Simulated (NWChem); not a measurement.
Program: NWChem. System: HBF2O, charge 0, spin multiplicity 1, at a geometry optimised with PBE/def2-SVP. The structure started from a generated list of species. Level: G0W0@PBE/def2-TZVP, RI basis def2-tzvp-rifit.

The NWChem input:

```
start mol
memory heap 200 mb stack 700 mb global 1700 mb
geometry units angstroms nocenter noautoz
  B      0.012231     0.018913     0.000000
  F     -1.323821    -0.082662     0.000000
  F      0.553194     1.233646     0.000000
  O      0.820149    -1.069133     0.000000
  H      0.313295    -1.900352     0.000000
  symmetry group Cs
end
basis spherical
  * library def2-tzvp
end
basis "ri basis" bse spherical
  * library def2-tzvp-rifit
end
dft
  xc xpbe96 cpbe96
  iterations 100
  direct
  tolerances tight
end
task dft energy
gw
  states alpha occ 4 vir 2
end
task dft gw
```

Part of the output:

```
             Northwest Computational Chemistry Package (NWChem) 7.3.0
             --------------------------------------------------------

                                NWChem Input Module
                                -------------------

 Scaling coordinates for geometry "geometry" by  1.889725989
 (inverse scale =  0.529177249)

 Turning off AUTOSYM since
 SYMMETRY directive was detected!

                             Geometry "geometry" -> ""
                             -------------------------

 Output coordinates in angstroms (scale by  1.889725989 to convert to a.u.)

  No.       Tag          Charge          X              Y              Z
 ---- ---------------- ---------- -------------- -------------- --------------
    1 B                    5.0000     0.01223100     0.01891300     0.00000000
    2 F                    9.0000    -1.32382100    -0.08266200     0.00000000
    3 F                    9.0000     0.55319400     1.23364600     0.00000000
    4 O                    8.0000     0.82014900    -1.06913300     0.00000000
    5 H                    1.0000     0.31329500    -1.90035200     0.00000000

 Effective nuclear repulsion energy (a.u.)     111.7479801666

            Nuclear Dipole moment (a.u.)
            ----------------------------
        X                 Y               Z
 ---------------- ---------------- ----------------
    -0.0000018897     0.0000094486     0.0000000000

      Symmetry information
      --------------------

 Group name             Cs
 Group number              2
 Group order               2
 No. of unique centers     5

      Symmetry unique atoms

     1    2    3    4    5


 Summary of "ao basis" -> "" (spherical)
 ------------------------------------------------------------------------------
       Tag                 Description            Shells   Functions and Types
 ---------------- ------------------------------  ------  ---------------------
 *                         def2-tzvp                  on all atoms

 new library libraries.bse/

 Summary of "ri basis" -> "" (spherical)
 ------------------------------------------------------------------------------
       Tag                 Description            Shells   Functions and Types
 ---------------- ------------------------------  ------  ---------------------
 *                      def2-tzvp-rifit               on all atoms

  pbe96 is a nonlocal functional; adding pw91lda local functional.

                                 NWChem DFT Module
                                 -----------------

 Summary of "ao basis" -> "ao basis" (spherical)
 ------------------------------------------------------------------------------
       Tag                 Description            Shells   Functions and Types
 ---------------- ------------------------------  ------  ---------------------
 B                         def2-tzvp                11       31   5s3p2d1f
 F                         def2-tzvp                11       31   5s3p2d1f
 O                         def2-tzvp                11       31   5s3p2d1f
 H                         def2-tzvp                 4        6   3s1p

 Summary of "ao basis" -> "ao basis" (spherical)
 ------------------------------------------------------------------------------
       Tag                 Description            Shells   Functions and Types
 ---------------- ------------------------------  ------  ---------------------
 B                         def2-tzvp                11       31   5s3p2d1f
 F                         def2-tzvp                11       31   5s3p2d1f
 O                         def2-tzvp                11       31   5s3p2d1f
 H                         def2-tzvp                 4        6   3s1p

      Symmetry analysis of basis
      --------------------------

        a'         89
        a"         41

            General Information
            -------------------
          SCF calculation type: DFT
          Wavefunction type:  closed shell.
          No. of atoms     :     5
          No. of electrons :    32
           Alpha electrons :    16
            Beta electrons :    16
          Charge           :     0
          Spin multiplicity:     1
          Use of symmetry is: on ; symmetry adaption is: on
          Maximum number of iterations: 100
          This is a Direct SCF calculation.
          AO basis - number of functions:   130
                     number of shells:    48
          Convergence on energy requested:  1.00D-06
          Convergence on density requested:  1.00D-05
          Convergence on gradient requested:  5.00D-04

              XC Information
              --------------
          PerdewBurkeErnzerhof Exchange Functional  1.000
            Perdew 1991 LDA Correlation Functional  1.000 local
           PerdewBurkeErnz. Correlation Functional  1.000 non-local

             Grid Information
             ----------------
          Grid used for XC integration:  medium
          Radial quadrature: Mura-Knowles
          Angular quadrature: Lebedev.
          Tag              B.-S. Rad. Rad. Pts. Rad. Cut. Ang. Pts.
          ---              ---------- --------- --------- ---------
          B                   0.85       49           8.0       434
          F                   0.50       49          10.0       434
          O                   0.60       49           7.0       434
          H                   0.35       45           9.0       434
          Grid pruning is: on
          Number of quadrature shells:   241
          Spatial weights used:  Erf1

          Convergence Information
          -----------------------
[...]
 2-e energy   =     224.478953
 HOMO         =      -0.521842
 LUMO         =       0.039085

      Symmetry analysis of molecular orbitals - initial
      -------------------------------------------------

  Numbering of irreducible representations:

     1 a'          2 a"

  Orbital symmetries:

     1 a'          2 a'          3 a'          4 a'          5 a'
     6 a'          7 a'          8 a'          9 a'         10 a'
    11 a"         12 a'         13 a"         14 a'         15 a'
    16 a"         17 a'         18 a"         19 a'         20 a'
    21 a'         22 a"         23 a'         24 a'         25 a'
    26 a'

   convergence    iter        energy       DeltaE   RMS-Dens  Diis-err    time
 ---------------- ----- ----------------- --------- --------- ---------  ------
 d= 0,ls=0.0,diis     1   -300.2440366483 -4.12D+02  7.88D-03  1.39D+00     3.1
 d= 0,ls=0.0,diis     2   -300.1262944467  1.18D-01  4.47D-03  3.00D+00     5.5
 d= 0,ls=0.0,diis     3   -300.3622683598 -2.36D-01  7.15D-04  7.25D-02     7.8
 d= 0,ls=0.0,diis     4   -300.3664846740 -4.22D-03  3.64D-04  8.28D-03    10.2
 d= 0,ls=0.0,diis     5   -300.3669809013 -4.96D-04  1.23D-04  2.59D-03    12.6
 d= 0,ls=0.0,diis     6   -300.3671773280 -1.96D-04  3.01D-05  4.25D-05    15.0
 d= 0,ls=0.0,diis     7   -300.3671807577 -3.43D-06  7.09D-06  3.96D-06    17.4
 d= 0,ls=0.0,diis     8   -300.3671810605 -3.03D-07  2.80D-06  1.12D-06    19.8

         Total DFT energy =     -300.367181060523
      One electron energy =     -638.238917073844
           Coulomb energy =      259.857715311221
    Exchange-Corr. energy =      -33.733959464492
 Nuclear repulsion energy =      111.747980166592

 Numeric. integr. density =       31.999996065089

     Total iterative time =     19.1s

                  Occupations of the irreducible representations
                  ----------------------------------------------

                     irrep           alpha         beta
                     --------     --------     --------
                     a'               13.0         13.0
                     a"                3.0          3.0

                       DFT Final Molecular Orbital Analysis
                       ------------------------------------

 Vector   14  Occ=2.000000D+00  E=-3.673534D-01  Symmetry=a'
              MO Center=  3.7D-01,  6.4D-01,  1.6D-15, r^2= 1.8D+00
   Bfn.  Coefficient  Atom+Function         Bfn.  Coefficient  Atom+Function
  ----- ------------  ---------------      ----- ------------  ---------------
    68      0.405106  3 F  px                71      0.322196  3 F  px
    74      0.196017  3 F  px                99      0.171619  4 O  px
    37      0.155606  2 F  px                69     -0.139991  3 F  py
   102      0.138694  4 O  px                40      0.119715  2 F  px
    72     -0.114022  3 F  py                38      0.111516  2 F  py

 Vector   15  Occ=2.000000D+00  E=-3.427717D-01  Symmetry=a'
              MO Center=  8.0D-02, -5.6D-01, -5.5D-16, r^2= 2.2D+00
   Bfn.  Coefficient  Atom+Function         Bfn.  Coefficient  Atom+Function
  ----- ------------  ---------------      ----- ------------  ---------------
    99      0.344642  4 O  px                38     -0.313162  2 F  py
   102      0.272323  4 O  px                41     -0.248989  2 F  py
   105      0.175804  4 O  px                44     -0.173758  2 F  py
    68     -0.138186  3 F  px                97      0.129078  4 O  s
    71     -0.106982  3 F  px                98      0.094748  4 O  s

 Vector   16  Occ=2.000000D+00  E=-3.271524D-01  Symmetry=a"
              MO Center=  6.1D-01, -8.0D-01,  3.7D-15, r^2= 1.3D+00
   Bfn.  Coefficient  Atom+Function         Bfn.  Coefficient  Atom+Function
  ----- ------------  ---------------      ----- ------------  ---------------
   101      0.432873  4 O  pz               104      0.357598  4 O  pz
   107      0.257521  4 O  pz                70     -0.151650  3 F  pz
    39     -0.138854  2 F  pz                73     -0.120853  3 F  pz
    42     -0.110938  2 F  pz                45     -0.085184  2 F  pz
     8      0.081210  1 B  pz                76     -0.080779  3 F  pz

 Vector   17  Occ=0.000000D+00  E=-2.095610D-02  Symmetry=a'
              MO Center=  9.4D-03, -1.2D+00, -2.3D-15, r^2= 4.6D+00
   Bfn.  Coefficient  Atom+Function         Bfn.  Coefficient  Atom+Function
  ----- ------------  ---------------      ----- ------------  ---------------
     5      1.161938  1 B  s                  4     -1.024215  1 B  s
   127      0.790896  5 H  s                 98     -0.584987  4 O  s
   106      0.246753  4 O  py                 3      0.216577  1 B  s
   126      0.166947  5 H  s                 96     -0.155774  4 O  s
    36      0.147165  2 F  s                 22      0.141078  1 B  d  0

 Vector   18  Occ=0.000000D+00  E= 7.713392D-03  Symmetry=a"
              MO Center=  2.7D-02, -1.4D-02, -1.4D-14, r^2= 2.2D+00
   Bfn.  Coefficient  Atom+Function         Bfn.  Coefficient  Atom+Function
  ----- ------------  ---------------      ----- ------------  ---------------
    11      0.538095  1 B  pz                14      0.451932  1 B  pz
     8      0.441449  1 B  pz               107     -0.277813  4 O  pz
   101     -0.214330  4 O  pz                76     -0.202724  3 F  pz
    45     -0.201620  2 F  pz                39     -0.191239  2 F  pz
    70     -0.191380  3 F  pz               104     -0.177972  4 O  pz

 Vector   19  Occ=0.000000D+00  E= 4.095843D-02  Symmetry=a'
              MO Center= -6.4D-02, -4.9D-01,  1.9D-14, r^2= 6.1D+00
   Bfn.  Coefficient  Atom+Function         Bfn.  Coefficient  Atom+Function
  ----- ------------  ---------------      ----- ------------  ---------------
     5      1.585347  1 B  s                127     -1.263583  5 H  s
     4     -1.053783  1 B  s                 98      0.779045  4 O  s
   106     -0.307992  4 O  py                13      0.277322  1 B  py
   105     -0.229216  4 O  px                 3      0.192022  1 B  s
   100     -0.186004  4 O  py               126     -0.181689  5 H  s

 center of mass
 --------------
 x =  -0.03069160 y =   0.08757893 z =   0.00000000

 moments of inertia (a.u.)
 ------------------
         181.509391909685          -1.683593412795           0.000000000000
          -1.683593412795         178.377293855503           0.000000000000
           0.000000000000           0.000000000000         359.886685765188

     Multipole analysis of the density
     ---------------------------------

     L   x y z        total         alpha         beta         nuclear
     -   - - -        -----         -----         ----         -------
     0   0 0 0     -0.000000    -16.000000    -16.000000     32.000000

     1   1 0 0     -0.183744     -0.091871     -0.091871     -0.000002
     1   0 1 0     -0.752786     -0.376398     -0.376398      0.000009
     1   0 0 1     -0.000000     -0.000000     -0.000000      0.000000

     2   2 0 0    -18.300862    -52.015322    -52.015322     85.729782
     2   1 1 0      0.314044      1.017869      1.017869     -1.721695
     2   1 0 1     -0.000000     -0.000000     -0.000000      0.000000
     2   0 2 0    -13.498862    -54.094474    -54.094474     94.690085
     2   0 1 1      0.000000      0.000000      0.000000      0.000000
     2   0 0 2    -14.811624     -7.405812     -7.405812      0.000000

 Task  times  cpu:       19.8s     wall:       19.8s

                                NWChem Input Module
                                -------------------

                                 NWChem GW Module
                                 ----------------

                             ***********************
                             ***        GW       ***
                             ***********************

 Summary of "ri basis" -> "ri basis" (spherical)
 ------------------------------------------------------------------------------
       Tag                 Description            Shells   Functions and Types
 ---------------- ------------------------------  ------  ---------------------
 B                      def2-tzvp-rifit             22       76   8s6p4d3f1g
 F                      def2-tzvp-rifit             22       76   8s6p4d3f1g
 O                      def2-tzvp-rifit             22       76   8s6p4d3f1g
 H                      def2-tzvp-rifit              7       15   4s2p1d

                 Memory Information
                 ------------------
          Available GA per process is          1699.9 MBs
          Available stack per process is        700.0 MBs
          Available heap per process is           0.0 MBs

          Peak memory in Initialization
              Peak GA per process is                  6.6 MBs
              Peak stack per process is               0.2 MBs
              Peak heap per process is                6.9 MBs
              Memory not in MA per process            0.0 MBs

          Peak memory in AFF Calculation
              Peak GA per process is                 35.4 MBs
              Peak stack per process is              25.4 MBs
              Peak heap per process is                0.0 MBs
              Memory not in MA per process           25.4 MBs

          Computing 2-center integrals
          Computing Inverse Cholesky factor
          Computing 3-center integrals
          Computing V_xc ...

          Computing Sigma_x
          Computing RPA polarizability
          Solving quasiparticle equations

                  Alpha Orbitals
          State     Energy (eV)     Error (eV)
          -----------------------------------
@GW        13        -14.798           0.003
@GW        14        -14.567           0.003
@GW        15        -13.726           0.003
@GW        16        -12.922           0.003
@GW        17          2.144           0.002
@GW        18          3.728           0.002

   Applying  -4.0193 eV scissor-shift to rest of particle states

   Applying   2.7145 eV scissor-shift to rest of hole states

     GW Timing Statistics
   ------------------------
   Init.   :          0.1s
     ERIs  :          1.6s
     Distr.:          0.0s
     Vxc   :          0.3s
   Sigma_x :          0.0s
   RPA     :          1.6s
   Wmn     :          0.1s
   Sigma_c :          0.0s
   GW total:          3.7s

 Task  times  cpu:        3.7s     wall:        3.7s

 Total times  cpu:       23.6s     wall:       23.6s
```
